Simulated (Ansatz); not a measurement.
**Molecular dynamics of H₄NPSeSi**

The input (input.yaml):

```yaml
crystal:
  periodic: [false, false, false]
  atoms:
    - { symbol: "N", position_ang: [-0.214848, -0.80518, 0.398549] }
    - { symbol: Si, position_ang: [-0.518515, 0.80969, -0.266245] }
    - { symbol: Se, position_ang: [1.598362, 0.977694, -1.100077] }
    - { symbol: P, position_ang: [1.79012, -0.853805, 0.412568] }
    - { symbol: H, position_ang: [-0.65257, -1.210188, 1.226823] }
    - { symbol: H, position_ang: [-1.621573, 0.838744, -1.267372] }
    - { symbol: H, position_ang: [-0.845226, 1.779894, 0.823176] }
    - { symbol: H, position_ang: [0.55635, -1.59395, -0.283121] }
magnetization:
  spin_polarized: true
basis:
  gaussian: { orbitals: def2-SVP }
hamiltonian:
  xc: b3lyp
  dispersion: d4
md:
  timestep: 0.5
  n_steps: 200
  ensemble: nve
  temperature: 300.0
  initial_velocities: maxwell_boltzmann
  seed: 6592
```

Launched with:

```bash
$ ansatz run input.yaml --threads 2 --pin off --max-ram 3072MiB --backend cpu --events-out ev --progress --plain --runs-dir out
```

It starts at the highest image of a converged band. Of that band: The profile has 2 maxima (images 5, 8) with wells between them (image 7): this band takes more than one step, which may be the mechanism or a detour left from its start path. A vibrational analysis at the climbing image gives one clearly imaginary mode, 1558i cm⁻¹: a first-order saddle point.

Output, in part (step lines, the closing report, with atoms numbered from 0):

```
md step     0: t =     0.00 fs  T =   300.0 K  F+E_penalty+E_count = -84057.73133597 eV  E_kin = 0.232668 eV  conserved = -84057.49866797 eV  (38 SCF iters)
[... lines left out ...]
Total energy: -84059.16934112 eV, -3089.1174959346 hartree
Atom 0 at    -0.028830    -0.623399     0.444935 Å, force    -0.655109    -2.565288     2.966344 eV/Å
Atom 1 at    -0.553186     0.780824    -0.282328 Å, force    -0.901427     1.053096    -0.717370 eV/Å
Atom 2 at     1.632029     0.994276    -1.095800 Å, force    -0.077434    -0.141738     0.231347 eV/Å
Atom 3 at     1.626665    -0.923934     0.402253 Å, force     0.685107    -1.357067    -2.594596 eV/Å
Atom 4 at    -0.375076    -0.978011     1.351062 Å, force    -0.526133     0.343653    -0.625716 eV/Å
Atom 5 at    -1.644975     0.654501    -1.310725 Å, force     0.361623     0.145026    -0.151012 eV/Å
Atom 6 at    -1.232323     1.436292     0.872699 Å, force     0.169806     0.896176    -0.165855 eV/Å
Atom 7 at     1.455539    -2.164166    -0.628133 Å, force     0.943566     1.626143     1.056858 eV/Å
Dipole moment:    -0.219618    -0.113617     0.286601 e Å
```

The steps, from the saved trajectory:

```csv
time (fs),T (K),potential energy less start (eV),conserved less start (meV/atom)
0,300,0.000,0.00
3,244,0.044,0.04
6,183,0.091,0.06
9,288,0.010,0.09
12,840,-0.418,0.12
15,1880,-1.227,-0.12
18,2419,-1.645,-0.26
21,2021,-1.335,-0.05
24,1522,-0.948,0.00
27,1281,-0.761,-0.01
30,1181,-0.684,-0.08
33,855,-0.431,-0.02
36,1038,-0.572,0.03
39,1713,-1.098,-0.23
42,1732,-1.112,-0.09
45,1719,-1.101,-0.05
48,1839,-1.194,-0.08
51,1964,-1.293,-0.28
54,1260,-0.743,0.19
57,1642,-1.044,-0.45
60,1584,-0.997,-0.09
63,1236,-0.726,0.05
66,1411,-0.862,-0.03
69,1646,-1.046,-0.28
72,1279,-0.757,0.21
75,1468,-0.907,-0.20
78,1230,-0.721,0.03
81,1313,-0.785,0.08
84,1988,-1.310,-0.10
87,2281,-1.539,-0.31
90,1915,-1.255,-0.28
93,1257,-0.741,0.05
96,1111,-0.628,0.10
99,1869,-1.218,-0.10
```

All steps were run. The conserved energy stayed within 0.46 meV per atom of its start (net change -0.18 meV per atom), so the integration is sound. The kinetic energy rose, since the run started high on the potential surface and went downhill. A run of 0.1 ps of so small a system gives no equilibrium averages. The orbitals were unrestricted but ended closed-shell.

Between its relaxed ends the band would form N1–H8 and break P4–H8. These pairs go: N1–H8 1.30 → 2.39 Å, P4–H8 1.60 → 1.62 Å. In the last frame they stand as before the step (other bonds may differ from the relaxed reactants and products). These pairs come and go: their bonding changes 10 times, last at 98 of 100 fs, so the outcome isn't settled. It ends as one piece, H4NPSeSi. Pairs count as bonded within 1.25 times the sum of covalent radii (0.12 Å more for H–H).

Last frame:

```xyz
8
Properties=species:S:1:pos:R:3
N -0.029 -0.623 0.445
Si -0.553 0.781 -0.282
Se 1.632 0.994 -1.096
P 1.627 -0.924 0.402
H -0.375 -0.978 1.351
H -1.645 0.654 -1.311
H -1.232 1.436 0.873
H 1.456 -2.164 -0.628
```

Time of the run: 10 min on 2 threads of Intel(R) Xeon(R) Platinum 8488C (Sapphire Rapids), with other jobs on the host, peak memory 0.36 GiB.
